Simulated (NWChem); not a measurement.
System: GeBrF, singlet; SMILES [Ge]([Br])[F]

NWChem input:

```
start job
memory heap 200 mb stack 900 mb global 1100 mb
geometry units angstroms noautoz
  Ge     0.401586     0.987975     0.000000
  F     -1.250908     1.629285     0.000000
  Br    -0.057222    -1.336888     0.000000
end
basis spherical
  * library aug-pcseg-1
end
dft
  xc pbe0
  iterations 150
  mulliken
end
task dft energy
```

Output (shortened):

```
             Northwest Computational Chemistry Package (NWChem) 7.3.0
             --------------------------------------------------------

 CS  symmetry detected

                             Geometry "geometry" -> ""
                             -------------------------

 Output coordinates in angstroms (scale by  1.889725989 to convert to a.u.)

  No.       Tag          Charge          X              Y              Z
 ---- ---------------- ---------- -------------- -------------- --------------
    1 Ge                  32.0000     0.42142646     0.98868346     0.00000000
    2 F                    9.0000    -1.22155268     1.65399128     0.00000000
    3 Br                  35.0000    -0.07119065    -1.32925121     0.00000000

 Effective nuclear repulsion energy (a.u.)     388.2190949369

      Symmetry information
      --------------------

 Group name             Cs
 Group number              2
 Group order               2
 No. of unique centers     3

                                 NWChem DFT Module
                                 -----------------

 Summary of "ao basis" -> "ao basis" (spherical)
 ------------------------------------------------------------------------------
       Tag                 Description            Shells   Functions and Types
 ---------------- ------------------------------  ------  ---------------------
 Ge                       aug-pcseg-1               14       36   6s5p3d
 F                        aug-pcseg-1                9       23   4s3p2d
 Br                       aug-pcseg-1               14       36   6s5p3d

      Symmetry analysis of basis
      --------------------------

        a'         66
        a"         29

            General Information
            -------------------
          SCF calculation type: DFT
          Wavefunction type:  closed shell.
          No. of atoms     :     3
          No. of electrons :    76
           Alpha electrons :    38
            Beta electrons :    38
          Charge           :     0
          Spin multiplicity:     1
          Use of symmetry is: on ; symmetry adaption is: on
          Maximum number of iterations: 150
          AO basis - number of functions:    95
                     number of shells:    37
          Convergence on energy requested:  1.00D-06
          Convergence on density requested:  1.00D-05
          Convergence on gradient requested:  5.00D-04

              XC Information
              --------------
                         PBE0 Method XC Functional
                     Hartree-Fock (Exact) Exchange  0.250
          PerdewBurkeErnzerhof Exchange Functional  0.750
            Perdew 1991 LDA Correlation Functional  1.000 local
           PerdewBurkeErnz. Correlation Functional  1.000 non-local

             Grid Information
             ----------------
          Grid used for XC integration:  medium
          Radial quadrature: Mura-Knowles
          Angular quadrature: Lebedev.
          Tag              B.-S. Rad. Rad. Pts. Rad. Cut. Ang. Pts.
          ---              ---------- --------- --------- ---------
          Ge                  1.25      112          13.0       590
          F                   0.50       49          12.0       434
          Br                  1.15      112          13.0       590
          Grid pruning is: on
          Number of quadrature shells:   273
          Spatial weights used:  Erf1

      Superposition of Atomic Density Guess
      -------------------------------------

 Sum of atomic energies:       -4746.45698599

      Non-variational initial energy
      ------------------------------

 Total energy =   -4746.576639
 1-e energy   =   -7390.276122
 2-e energy   =    2255.480388
 HOMO         =      -0.310243
 LUMO         =      -0.053181

      Symmetry analysis of molecular orbitals - initial
      -------------------------------------------------

  Numbering of irreducible representations:

     1 a'          2 a"

  Orbital symmetries:

     1 a'          2 a'          3 a'          4 a'          5 a'
     6 a"          7 a'          8 a'          9 a'         10 a"
    11 a'         12 a'         13 a'         14 a'         15 a"
    16 a'         17 a'         18 a'         19 a"         20 a'
    21 a'         22 a"         23 a'         24 a"         25 a'
    26 a'         27 a'         28 a"         29 a"         30 a'
    31 a'         32 a'         33 a'         34 a"         35 a'
    36 a"         37 a'         38 a'         39 a"         40 a'
    41 a'         42 a'         43 a"         44 a'         45 a'
    46 a'         47 a'         48 a"

     ---------------------------------------------
      Total Density - Mulliken Population Analysis
     ---------------------------------------------

    Atom       Charge   Shell Charges
 -----------   ------   -------------------------------------------------------
    1 Ge  32    30.51   2.00  2.00  2.00  1.08  0.85  0.02  6.00  5.98  0.37  0.17  0.00 10.03  0.02 -0.01
    2 F    9     9.83   2.00  0.97  0.99 -0.03  3.63  2.20  0.06  0.00  0.01
    3 Br  35    35.66   2.00  2.00  2.00  1.20  0.79 -0.04  6.00  6.00  2.33  3.27  0.09 10.01  0.00  0.01

   convergence    iter        energy       DeltaE   RMS-Dens  Diis-err
 ---------------- ----- ----------------- --------- --------- ---------
 d= 0,ls=0.0,diis     1  -4749.7880590153 -5.14D+03  2.01D-02  7.26D-01
 d= 0,ls=0.0,diis     2  -4749.5500793818  2.38D-01  1.06D-02  3.34D+00
 d= 0,ls=0.0,diis     3  -4749.8761457903 -3.26D-01  2.84D-03  2.75D-02
 d= 0,ls=0.0,diis     4  -4749.8773284573 -1.18D-03  1.48D-03  1.61D-02
 d= 0,ls=0.0,diis     5  -4749.8800016385 -2.67D-03  1.26D-04  8.12D-05
  Resetting Diis
 d= 0,ls=0.0,diis     6  -4749.8800114747 -9.84D-06  3.60D-05  6.17D-06
 d= 0,ls=0.0,diis     7  -4749.8800124370 -9.62D-07  8.87D-06  1.93D-07

[...]
```

Level: PBE0/aug-pcseg-1. Low-valent species are run as closed-shell singlets; no triplet was tried in these runs. Coordinates come from a PBE-D3(BJ)/def2-SVP optimisation.
